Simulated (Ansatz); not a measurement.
Q: Name a neutral molecule of B, C, Cl, Si and H with size of the dipole moment (ωB97M-V/def2-TZVPP) between 0.85 and 1.15 D and HOMO energy (ωB97M-V/def2-TZVPP) between -9.70 and -9.40 eV (Ansatz, PBE0-D4/def2-TZVP geometry).

A: `[SiH3]C1CB1Cl` (0.89 D, -9.59 eV). Other molecules can fit too; these were computed, each in one conformer that needn't be the lowest.
